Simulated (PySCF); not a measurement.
Working out the ionisation energy of Tl⁺

Tl⁺ [Xe] 4f14 5d10 6s2 (1S) → Tl²⁺ [Xe] 4f14 5d10 6s1 (2S). Computed with PySCF 2.14 in x2c-TZVPPall (11s7p6d3f, 83 functions), with the spin-free X2C one-electron Hamiltonian (Gaussian nucleus). Frozen: [Kr] 4d10 4f14. Energies in hartree (1 hartree = 27.21139 eV):

| part | Tl⁺ (lower) | Tl²⁺ (upper) |
| --- | --- | --- |
| UHF | -20243.331475 | -20242.655422 |
| MP2 opposite-spin | -0.315616 | -0.263976 |
| MP2 same-spin | -0.165717 | -0.143712 |

Q: What does Hartree-Fock give?

A: (-20242.655422) − (-20243.331475) = 0.676053 hartree = 18.396 eV.

Q: What do MP2 and SCS-MP2 (6/5 opposite-spin, 1/3 same-spin) give?

A: The opposite-spin parts differ by 1.405 eV and the same-spin parts by 0.599 eV. MP2: 18.396 + (1.405) + (0.599) = 20.400 eV. SCS-MP2: 18.396 + 1.2 × (1.405) + (0.599)/3 = 20.282 eV.

Measured between the centres of the two terms (NIST): 20.428 eV, so MP2 (valence and next inner shell) is off by -0.028 eV.

What remains against the reference includes basis incompleteness, the frozen core and correlation beyond second order.
